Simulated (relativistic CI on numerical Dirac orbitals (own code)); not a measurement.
## d5 in a ligand field

Computed with a parametric ligand-field model of a d^n configuration (Racah B and C, spin-orbit zeta, crystal field), exact diagonalisation.

Field parameters in Wybourne normalisation: Oh B⁴₀ = 21Dq, B⁴₄ = √(5/14) B⁴₀; Td as Oh with Dq negative (B⁴₀ = 21Dq, B⁴₄ = √(5/14) B⁴₀). The field is a parameter set, without covalency.

Ground term and bands for B = 480, C = 2400, ζ = 0 cm⁻¹, Oh, 10Dq = 6650 cm⁻¹?

Ground term 6A1 with 2.00 electrons in the two orbitals of the cubic e set. Spin-allowed: none. Lowest spin-forbidden: 4T1 11929 cm⁻¹ (838 nm), 4T2 14529 cm⁻¹ (688 nm), 2T2 15492 cm⁻¹ (645 nm). A high-spin d5 ion has no spin-allowed d-d band, hence its pale colour.

Ground term and bands for B = 810, C = 3030, ζ = 0 cm⁻¹, Td, 10Dq = -10450 cm⁻¹?

Ground term 6A1 with 2.00 electrons in the two orbitals of the cubic e set. Spin-allowed: none. Lowest spin-forbidden: 4T1 14992 cm⁻¹ (667 nm), 2T2 18146 cm⁻¹ (551 nm), 4T2 19583 cm⁻¹ (511 nm). A high-spin d5 ion has no spin-allowed d-d band, hence its pale colour.

Ground term and bands for B = 760, C = 3010, ζ = 0 cm⁻¹, Oh, 10Dq = 37950 cm⁻¹?

Ground term 2T2 with 0.03 electrons in the two orbitals of the cubic e set. Spin-allowed: 2A2 33913 cm⁻¹ (295 nm), 2T1 34189 cm⁻¹ (292 nm), 2T2 36315 cm⁻¹ (275 nm), 2E 37965 cm⁻¹ (263 nm). Lowest spin-forbidden: 4T1 23322 cm⁻¹ (429 nm), 4T2 29115 cm⁻¹ (343 nm), 6A1 35931 cm⁻¹ (278 nm).

Ground term and bands for B = 800, C = 3240, ζ = 0 cm⁻¹, Td, 10Dq = -10350 cm⁻¹?

Ground term 6A1 with 2.00 electrons in the two orbitals of the cubic e set. Spin-allowed: none. Lowest spin-forbidden: 4T1 16210 cm⁻¹ (617 nm), 2T2 20163 cm⁻¹ (496 nm), 4T2 20651 cm⁻¹ (484 nm). A high-spin d5 ion has no spin-allowed d-d band, hence its pale colour.

A d5 ion in Oh symmetry has the ground term 2T2 and bands at 4T1 15797 cm⁻¹ (633 nm), 4T2 20620 cm⁻¹ (485 nm), 6A1 22153 cm⁻¹ (451 nm), 2A2 25215 cm⁻¹ (397 nm), 2T1 25441 cm⁻¹ (393 nm), 2T2 27184 cm⁻¹ (368 nm), 2E 28646 cm⁻¹ (349 nm). Which parameters reproduce them?

B = 640, C = 2700, ζ = 0 cm⁻¹, Oh, 10Dq = 28650 cm⁻¹.
